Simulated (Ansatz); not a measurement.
`C#[C][In][CH3]` radical at its PBE0-D4/def2-TZVP geometry, where that method's forces vanish. The species carries charge 0 and has multiplicity 2. In takes the def2 core potential.

```xyz
8

C    -0.3320   -1.2350    2.6005
C     0.1763   -0.7681    1.6030
In    1.2622    0.0046   -0.0616
C     0.0785    0.8165   -1.7127
H    -0.7950   -1.6416    3.4711
H    -0.5560    0.0106   -2.0866
H    -0.5471    1.6131   -1.3056
H     0.7131    1.1999   -2.5082
```

What forces (eV/Å) does ωB97M-V/def2-TZVPP give on these atoms in the Gaussian-basis code of Ansatz? (Estimate.)

Ansatz gave: 
```
C1   0.087  0.100 -0.211
C2  -0.125 -0.138  0.291
In3 -0.048  0.038 -0.076
C4   0.040 -0.031  0.057
H5   0.041  0.035 -0.076
H6   0.039  0.085  0.015
H7   0.038 -0.063 -0.058
H8  -0.073 -0.026  0.057
```
